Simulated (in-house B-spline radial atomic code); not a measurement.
# Ionising Ar5+ with different functionals

Computed with an all-electron radial atomic-structure program (B-spline basis): four-component Dirac-Coulomb Hamiltonian, Fermi nucleus of rms radius 3.4274 fm, spin-restricted, spherical fractional occupations for the functionals, and exact exchange of hybrids averaged over the configuration. The ionisation energy is the difference of two self-consistent energies, [Ne] 3s2 3p1 → [Ne] 3s2, without Breit or QED terms; ε is the level of the shell that loses the electron (mean over j). The electron is taken from both j subshells in proportion to 2j + 1, so the result is a j average, not the step between ground levels.

```
   method                    rung  ΔSCF (eV)  -ε(3p) (eV)
    B3LYP           global hybrid          ?            ?
BHandHLYP           global hybrid      90.84        86.68
  LC-wPBE  range-separated hybrid      90.80        87.39
CAM-B3LYP  range-separated hybrid          ?            ?
```

Q: What does B3LYP give?

A: ΔSCF 90.84 eV, and -ε(3p) = 84.02 eV.

Q: What does CAM-B3LYP give?

A: ΔSCF 90.84 eV, and -ε(3p) = 85.98 eV.

Q: Among the functionals, which spreads more, the ΔSCF values or the orbital energies?

A: The orbital energies: ΔSCF values span about 0.04 eV and the orbital energies 3.37 eV; here energy differences depend much less on the functional than eigenvalues do.

Q: How do they compare with the NIST value?

A: NIST lists 91.29 eV ± 0.01 (measured, ground level to ground level). Errors run from -0.49 to -0.45 eV; CAM-B3LYP is closest (-0.45 eV), though others lie within the uncertainty of it, and part of that can be cancellation, since the calculations leave out Breit-QED terms, spin polarisation, the choice among j levels, multiplet and fine-structure energies.
